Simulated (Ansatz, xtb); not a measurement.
**Relative energy of two isomers of GeH5NSe**

Structure a is `[NH2][GeH2][SeH]`, a singlet and structure b is `N[Se][GeH3]`, a singlet. Both are isolated molecules in the gas phase, relaxed with PBE0-D3(BJ)/def2-SVP; the shapes shown needn't be the lowest conformers.

a (Å):

| atom | x (Å) | y (Å) | z (Å) |
| --- | --- | --- | --- |
| Ge | -0.1265 | -0.5895 | 1.2818 |
| N | -1.6971 | -0.7602 | 2.1988 |
| Se | -0.7765 | -0.1464 | -0.9401 |
| H | -2.2632 | 0.0809 | 2.2618 |
| H | -1.6249 | -1.1973 | 3.1133 |
| H | 0.8112 | 0.5653 | 1.7087 |
| H | 0.5944 | -1.9411 | 1.4273 |
| H | 0.3190 | 0.8142 | -1.1395 |

b (Å):

```xyz
8

Ge    0.1585    0.0303    0.1751
N    -1.6438   -0.8101    2.5347
Se   -0.0958   -1.6158    1.8416
H    -1.4775   -0.5920    3.5160
H    -2.4031   -1.4881    2.4905
H     0.3342    1.4067    0.8378
H     1.4150   -0.3394   -0.6373
H    -1.0832    0.0365   -0.7319
```

Estimate E(b) − E(a) at the level CCSD(T)/def2-TZVP.

Calculated at CCSD(T)/def2-TZVP: E(b) − E(a) = +98.8 kJ/mol, so structure a lies lower.

The same difference at several levels:

| level | geometry | E(b) − E(a) (kJ/mol) | departure from the last row (kJ/mol) | job, with rough time for the two |
| --- | --- | --- | --- | --- |
| GFN2-xTB | GFN2-xTB | +60.5 | −38.3 | optimisation, 1.7 s |
| HF/STO-3G | GFN2-xTB | +59.0 | −39.8 | single point, 2.8 s |
| r2SCAN-D4/def2-SVP | GFN2-xTB | +92.3 | −6.5 | single point, 8.5 s |
| PBE0-D3(BJ)/def2-SVP | PBE0-D3(BJ)/def2-SVP | +96.6 | −2.3 | optimisation, 3.9 min |
| HF/def2-TZVP | PBE0-D3(BJ)/def2-SVP | +107.9 | +9.1 | part of the CCSD(T) run |
| MP2/def2-TZVP | PBE0-D3(BJ)/def2-SVP | +104.5 | +5.6 | part of the CCSD(T) run |
| CCSD(T)/def2-TZVP | PBE0-D3(BJ)/def2-SVP | +98.8 |  | single point, 2.8 min |

As drawn, b has 1 N–Se, 1 Ge–H in place of 1 Ge–N, 1 Se–H.

The levels shown agree on the order. The largest departure from CCSD(T)/def2-TZVP is that of HF/STO-3G, 39.8 kJ/mol.

With harmonic frequencies from PBE0-D3(BJ)/def2-SVP (ideal gas, rigid rotor, one conformer each, 298.15 K, 1 atm): the zero-point term adds +1.5 kJ/mol; ΔH is +99.8 and ΔG +100.8 kJ/mol.

The correlated steps freeze 19 core orbitals; the filled d shell of Ge and Se is correlated, in a basis made for valence electrons. Mirror images aren't counted in ΔG. Programs: Ansatz 0.2.0, xtb 6.7.1; the last row on 2 threads of Intel(R) Xeon(R) Processor @ 2.50GHz (Skylake/Cascade Lake) on a shared host.
